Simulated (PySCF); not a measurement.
C₂H₄B₂, SMILES `C1CB=B1`, neutral singlet in the gas phase. 

Cartesian coordinates (Å):
SMILES: B1=BCC1
```xyz
8

B      0.7995     1.3526    -0.1648
B     -0.7264     1.3970     0.1285
C     -0.7999    -0.1051    -0.2273
C      0.7933    -0.1414     0.2306
H     -0.9549    -0.5078    -1.2227
H     -1.3177    -0.6936     0.5324
H      0.9275    -0.5253     1.2363
H      1.2787    -0.7764    -0.5130
```
Charge 0, spin multiplicity 1.

All levels are single points at this geometry (CAM-B3LYP-D3(BJ)/def2-TZVP); Pople sets use spherical d functions. Orbital energies aren't observables, and empty levels follow the basis.

B3LYP/3-21G in PySCF gives HOMO (eV) = -4.82.

### Question
Estimate the HOMO (eV) from each of these levels: CAM-B3LYP-D3(BJ)/def2-TZVP in PySCF; PBE-D3(BJ)/def2-TZVP in PySCF; B3LYP/6-311+G** in PySCF; M06-2X/6-31G* in PySCF; PBE/6-31G* in PySCF.

### Answer

| level | HOMO (eV) |
|---|---|
| CAM-B3LYP-D3(BJ)/def2-TZVP in PySCF | -6.45 |
| PBE-D3(BJ)/def2-TZVP in PySCF | -4.37 |
| B3LYP/6-311+G** in PySCF | -5.11 |
| M06-2X/6-31G* in PySCF | -5.86 |
| PBE/6-31G* in PySCF | -3.96 |
